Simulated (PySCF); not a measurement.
A set of runs on GePhCl3, `[Cl][Ge]([Cl])([Cl])[c]1ccccc1`; the geometry of each is named by its level. Settings lines and outputs come from a driver script.

Compound: GePhCl3, C₆H₅Cl₃Ge.
Bonds: Ge1–C2, Ge1–Cl13, Ge1–Cl14, Ge1–Cl15, C2–C3, C2–C7, C3–C4, C4–C5, C5–C6, C6–C7. Hydrogens: H8 on C3; H9 on C4; H10 on C5; H11 on C6; H12 on C7.

Step 1: PBE0-D3(BJ)/def2-SVP geometry optimisation, gas phase (PySCF 2.14.0) (from the GFN2-xTB geometry)
```json
{"job": {"xc": "PBE0", "basis": "def2-SVP", "d3": "d3bj", "grid": 1, "maxiter": 40, "shake": 0.03, "kind": "geom"}, "charge": 0, "multiplicity": 1}
```
```
step   0  E = -3687.53178304  max force = 0.139635
step   1  E = -3687.55565311  max force = 0.050597
step   2  E = -3687.56354759  max force = 0.055523
step   3  E = -3687.57001501  max force = 0.010537
step   4  E = -3687.57018491  max force = 0.007200
step   5  E = -3687.57029652  max force = 0.007067
step   6  E = -3687.57048704  max force = 0.002007
step   7  E = -3687.57049565  max force = 0.001003
step   8  E = -3687.57051163  max force = 0.000807
step   9  E = -3687.57051475  max force = 0.000273
optimisation converged
```

Final energy -3687.57051 Eh after 9 steps; dipole 3.52 D. Energies in Eh; «max force» is the largest Cartesian gradient component in Eh/bohr.

The run took 1.7 min wall, 4.3 min CPU on an AMD EPYC 9R45 with 2 threads, on a shared host, and the process peaked at 1.2 GiB of memory.

Step 2: TDDFT B3LYP/def2-SVPD, vertical, gas phase, core orbitals frozen in the response (PySCF 2.14.0, density-fitted response routines) (on the PBE0-D3(BJ)/def2-SVP geometry)
```json
{"job": {"kind": "uv", "xc": "B3LYP", "basis": "def2-SVPD", "ip": false, "nstates": 15}, "charge": 0, "multiplicity": 1}
```
```
...
Static polarisability (au): isotropic 139.502, principal 107.242 140.394 170.870
Singlet excitations
state   eV       nm        f      main configurations
  1   5.2211    237.5   0.00669   H->L 0.61, H-1->L+2 0.33
  2   5.4290    228.4   0.00005   H->L+1 0.87, H->L 0.09
  3   5.4423    227.8   0.00073   H-1->L+1 0.84, H-1->L 0.10
  4   5.7946    214.0   0.13264   H-1->L 0.68, H->L+2 0.22, H-1->L+1 0.08
  5   6.1289    202.3   0.00050   H-2->L+1 0.86, H-2->L 0.12
  6   6.3122    196.4   0.00831   H-3->L 0.78, H-4->L+1 0.18
  7   6.4292    192.8   0.14405   H-3->L+1 0.88
  8   6.4435    192.4   0.01209   H-5->L+1 0.48, H-2->L 0.35
  9   6.4961    190.9   0.02165   H-2->L 0.49, H-5->L+1 0.35
 10   6.5267    190.0   0.04255   H-4->L+1 0.54, H-4->L 0.19, H-3->L 0.16
 11   6.6054    187.7   0.30034   H->L+2 0.36, H-4->L 0.29, H-4->L+1 0.14
 12   6.6139    187.5   0.17944   H-1->L+2 0.49, H->L 0.22
 13   6.7175    184.6   0.01397   H-5->L 0.81
 14   6.7800    182.9   0.32872   H-4->L 0.36, H->L+2 0.25, H-6->L+1 0.14
 15   6.7981    182.4   0.00593   H-3->L+2 0.90
Triplet excitations (Tamm-Dancoff, eV): 4.0678 4.4902 4.6635 5.1209
```

HOMO -7.80 eV, LUMO -1.66 eV; lowest singlet 5.22 eV; lowest triplet 4.07 eV (Tamm–Dancoff); mean polarisability 139.5 au.

On 2 threads, AMD EPYC 9R45 (x86_64) (shared host), this took 51 s wall, 2.0 min CPU (with the writing of density and orbital grids) and 1.7 GiB of memory at its peak.

Step 3: delta-SCF UKS SCAN, pcX-2 on the ionised atom, pcseg-1 elsewhere, spin-free X2C (PySCF 2.14.0) (on the PBE0-D3(BJ)/def2-SVP geometry)
```json
{"job": {"kind": "xps", "metal_2p": true}, "charge": 0, "multiplicity": 1}
```
```
...
ground state, core basis on atom 1 (C), 221 functions
  E(ground) = -3710.30993603 Eh
hole in C 1s of atom 1
  E(ion) = -3699.62369919 Eh   <S^2> = 0.8303   hole on atom = 1.000   binding energy = 290.787 eV
ground state, core basis on atom 2 (C), 221 functions
  E(ground) = -3710.30857791 Eh
hole in C 1s of atom 2
  E(ion) = -3699.61958621 Eh   <S^2> = 0.8301   hole on atom = 1.000   binding energy = 290.862 eV
ground state, core basis on atom 3 (C), 221 functions
  E(ground) = -3710.30875704 Eh
hole in C 1s of atom 3
  E(ion) = -3699.62191057 Eh   <S^2> = 0.8272   hole on atom = 1.000   binding energy = 290.804 eV
ground state, core basis on atom 4 (C), 221 functions
  E(ground) = -3710.30866680 Eh
hole in C 1s of atom 4
  E(ion) = -3699.62126295 Eh   <S^2> = 0.8391   hole on atom = 1.000   binding energy = 290.819 eV
ground state, core basis on atom 12 (Cl), 232 functions
  E(ground) = -3710.47561368 Eh
hole in Cl 1s of atom 12
  E(ion) = -3606.53227978 Eh   <S^2> = 0.7521   hole on atom = 1.000   binding energy = 2828.442 eV
hole in Cl 2p of atom 12
  E(ion) = -3702.88939924 Eh   <S^2> = 0.7522   hole on atom = 1.001   binding energy = 206.431 eV
  2p3/2 = 205.839 eV   2p1/2 = 207.493 eV
```

C1s of C2 290.79 eV; C1s of C3 290.86 eV; C1s of C4 290.80 eV; C1s of C5 290.82 eV; Cl1s of Cl13 2828.44 eV; Cl2p of Cl13 206.39 eV (mean of the 2p shell); one atom stands for each set of equivalent ones. SCF cycles are left out; they run on a coarse grid, and E(ground) and E(ion) are re-evaluated on a finer one. For a 2p shell the printed binding energy is that of one 2p hole without spin–orbit coupling; the 2p3/2 and 2p1/2 values follow from a further step that adds the ground-state splitting of the three 2p orbitals and a mean-field spin–orbit operator, and the shell mean corrects the one hole to the average of the three. The log counts atoms from 0, this text from 1.

Hardware: 2 threads of an AMD EPYC 9R45, on a shared host. Cost: 46 s wall, 2.1 min CPU, 1.1 GiB resident at most.

Geometry of the electronic-property runs (PBE0-D3(BJ)/def2-SVP):
```
atom  x, y, z in Å
Ge1    0.0529    0.0598   -2.4336
C2     0.0083    0.0183   -0.5140
C3    -1.0420    0.6308    0.1778
C4    -1.0755    0.5784    1.5698
C5    -0.0624   -0.0780    2.2681
C6     0.9883   -0.6824    1.5785
C7     1.0289   -0.6340    0.1867
H8    -1.8293    1.1568   -0.3680
H9    -1.8935    1.0574    2.1119
H10   -0.0896   -0.1152    3.3597
H11    1.7848   -1.1902    2.1273
H12    1.8609   -1.0952   -0.3516
Cl13   2.0775    0.0511   -3.1364
Cl14  -0.9332    1.7996   -3.2049
Cl15  -0.9088   -1.6333   -3.3274
```

One conformer stands for the species.
